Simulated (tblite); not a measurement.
Compound: C₇H₁₀FP.
Cartesian coordinates in Å at the GFN2-xTB level; atoms count from 1:
```xyz
19
C7H10FP angstrom
C      4.4642   -0.5850   -0.5207
C      3.1986   -0.2079   -0.3953
P      2.2906   -0.3950    1.1739
C      0.8445    0.2324    0.7200
C     -0.3703    0.6425    0.5004
F     -0.7074    1.9526    0.6855
C     -1.5140   -0.1965   -0.0081
C     -1.9839    0.3308   -1.3653
C     -2.6519   -0.1705    1.0138
H      5.0099   -1.0203    0.3011
H      5.0054   -0.4743   -1.4467
H      2.6588    0.2315   -1.2240
H     -1.1462   -1.2216   -0.1190
H     -2.8255   -0.2579   -1.7226
H     -1.1828    0.2715   -2.0992
H     -2.2997    1.3681   -1.2778
H     -2.3173   -0.5704    1.9687
H     -2.9969    0.8499    1.1652
H     -3.4858   -0.7707    0.6578
```

Calculated harmonic vibrations of the isolated species, GFN2-xTB (tblite), most abundant isotopes, no scaling. Against measured fundamentals such values can be off by several per cent, at times by over 20. One conformer, not necessarily the lowest.

Harmonic wavenumbers (cm⁻¹): 36.0, 48.0, 78.0, 96.9, 115.2, 193.7, 215.7, 218.5, 248.0, 286.5, 300.1, 377.1, 487.2, 501.2, 526.2, 552.8, 686.4, 706.0, 892.8, 918.4, 951.4, 985.0, 995.5, 1001.5, 1018.3, 1059.4, 1133.8, 1152.2, 1183.5, 1228.4, 1301.3, 1310.6, 1393.5, 1403.0, 1417.4, 1490.4, 1490.9, 1499.6, 1502.1, 1632.8, 1853.0, 2946.7, 3030.7, 3034.9, 3035.7, 3037.3, 3038.3, 3040.9, 3043.4, 3085.8, 3109.9.

A = 2824, B = 592.3, C = 570.3 MHz; mass 144.050 u (most abundant isotopes); point group C1, symmetry number 1.

Q: Zero-point energy?

A: ½Σν̃ = 32446 cm⁻¹ = 92.77 kcal/mol.

Q: Entropy at 273.15 K, 1 bar (ideal gas, RRHO, classical rotation)?

A: Translation 40.40, rotation 29.94, vibration 34.32: S = 104.7 cal/(mol K).

Q: And Cp and H(273.15 K) − H(0)?

A: Cp = 39.20 cal/(mol K), of which vibrations give 31.25 (their classical limit is 51 R = 101.3); H(273.15 K) − H(0) = 6.88 kcal/mol without the zero-point energy, 4.71 from vibrations.

Q: Which modes carry the vibrational entropy at 273.15 K?

A: 36.0 cm⁻¹: 5.29; 48.0 cm⁻¹: 4.72; 78.0 cm⁻¹: 3.77; 96.9 cm⁻¹: 3.35; 115.2 cm⁻¹: 3.01; 193.7 cm⁻¹: 2.03 cal/(mol K); the other 45 give 12.14 together.

Q: How do the functions run with temperature in this model?

A: 
| T (K) | S (cal/(mol K)) | Cp (cal/(mol K)) | H − H(0) (kcal/mol) | G − H(0) (kcal/mol) | ln q(vib) |
| --- | --- | --- | --- | --- | --- |
| 150 | 84.9 | 27.6 | 2.76 | -9.98 | 4.49 |
| 250 | 101.3 | 37.0 | 6.00 | -19.32 | 7.85 |
| 298.15 | 108.2 | 41.5 | 7.89 | -24.37 | 9.38 |
| 400 | 121.7 | 50.7 | 12.59 | -36.08 | 12.48 |
| 600 | 145.2 | 65.2 | 24.26 | -62.83 | 18.15 |
| 900 | 174.5 | 79.3 | 46.11 | -110.93 | 25.86 |

q(vib) and H(0) count from the zero-point level.

Hindered rotation and anharmonicity are outside this model. Other conformers, if any are populated, would add a mixing term that is left out. The structure is chiral; the term R ln 2 for an equal mix with its mirror image is left out.
